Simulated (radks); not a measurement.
Charge is removed step by step from the 4p3/2 level of neutral palladium, starting from [Ar] 3d10 4s2 4p(1/2: 2, 3/2: 4) 4d10. Method: Dirac Kohn-Sham, BLYP, spin-unpolarised, spherical densities, finite nucleus; Fermi nuclear charge, rms radius 4.5318 fm; computed with a radial shooting solver on a logarithmic mesh with Libxc functionals.

removed (e)	E - E(0) (eV)	eigenvalue (eV)	E minus straight line (eV)
0	0.000	-49.771	0.000
0.1	5.031	-50.856	-0.541
0.2	10.173	-51.983	-0.971
0.3	15.429	-53.149	-1.286
0.4	20.804	-54.350	-1.483
0.5	26.300	-55.585	-1.559
0.6	31.922	-56.852	-1.509
0.7	37.671	-58.148	-1.331
0.8	43.552	-59.472	-1.022
0.9	49.567	-60.822	-0.579
1	55.717	-62.198	0.000

Removing the whole electron costs 55.717 eV by Delta-SCF, against 49.771 eV from minus the eigenvalue at the starting occupation. Slater's transition state (half an electron removed) gives 55.585 eV. Integrating minus the eigenvalue over the occupation (Janak's theorem) gives 55.717 eV. The mean slope of the eigenvalue, de/dn, is 12.4 eV per electron.
